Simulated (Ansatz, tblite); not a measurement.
Cost and result up the ladder for [MoO2S2]2- (MoS2O2²⁻) (5 atoms). Total charge -2; singlet. Geometry: PBE-D4/def2-SVPD.

```tsv
atom	x (Å)	y (Å)	z (Å)
Mo1	-0.003	-0.038	0.090
O2	-0.744	-1.557	0.544
O3	0.674	0.687	1.532
S4	-1.598	1.346	-0.764
S5	1.670	-0.439	-1.402
```

Ansatz on 4 threads of Arm Neoverse V2 on a shared host; xTB runs through tblite on one thread. Times are rough, summed over both states, and most runs start from the orbitals of an earlier one. PBE0-D4/def2-TZVPD serves as the yardstick here, not as an exact answer. The other state is a triplet.

In the def2 sets Mo takes a core potential; there is no spin–orbit coupling. The xTB rows come from tblite. A multiply charged anion in the gas phase is held together partly by the finite basis.

xTB has no spin-polarisation term.

| level | functions | wall time |
| --- | --- | --- |
| GFN1-xTB | 35 | 0.008 s |
| GFN2-xTB | 35 | 0.009 s |
| PBE-D4/def2-TZVPD (with forces) | 212 | 13 s |
| PBE0-D4/def2-TZVPD | 212 | 15 s |

Problem. Estimate what each level gives for the vertical triplet (eV).

Solution. 
```tsv
level	vertical triplet (eV)	difference from PBE0-D4/def2-TZVPD (eV)	remarks
GFN1-xTB	3.60	1.14	–
GFN2-xTB	3.00	0.54	–
PBE-D4/def2-TZVPD (with forces)	2.39	-0.07	HOMO above zero (singlet), HOMO above zero (triplet)
PBE0-D4/def2-TZVPD	2.46	0.00	HOMO above zero (singlet), HOMO above zero (triplet)
```
